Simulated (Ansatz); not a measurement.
Harmonic frequencies (cm⁻¹) at PBE0-D4/def2-TZVP from Ansatz: 62, 77, 92, 100, 108, 194, 247, 305, 346, 476, 479, 563, 839, 927, 932, 1098, 1174, 1191, 1470, 1485, 1499, 2216, 2233, 2255, 2999, 3066, 3108.

Each molecule was computed in one conformer, which needn't be the lowest.

(1) Which molecule is it?
A. `C[O][Sb]([F])[SiH3]`
B. `C[O][SbH][CH3]`
C. `C[O][Sb]([SiH3])[Cl]`
D. `[F][Sb]([SiH3])[SiH3]`

Answers

(1) C.
